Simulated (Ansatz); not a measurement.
Cartesian coordinates in Å:
```
F -0.317 0.776 -1.733
Sn -0.047 0.016 -0.022
F -1.778 -0.073 0.732
Br 0.821 -2.229 -0.280
Br 1.320 1.511 1.303
```

Charge 0, multiplicity 1. Sn takes the def2 core potential.

Question: List the PBE/def2-TZVPP orbital energies in eV (the Gaussian-basis code of Ansatz). (Best estimate.)

Answer: Ansatz gave: Occupied: -13090.00, -13090.00, -1683.12, -1683.12, -1517.50, -1517.50, -1517.42, -1517.42, -1517.42, -1517.42, -659.90, -659.90, -229.89, -229.89, -172.10, -172.10, -171.83, -171.83, -171.83, -171.83, -135.48, -91.45, -91.41, -91.39, -68.75, -68.75, -68.68, -68.68, -68.68, -68.68, -68.48, -68.48, -68.48, -68.48, -29.93, -29.63, -27.97, -27.83, -27.81, -27.39, -26.72, -20.31, -19.98, -13.73, -11.09, -10.80, -10.66, -9.76, -9.73, -9.66, -9.29, -8.39, -8.35, -8.18, -8.10. Lowest empty: -4.25, -1.15, -0.85, -0.46, 1.60, 1.65, 2.34, 2.80.
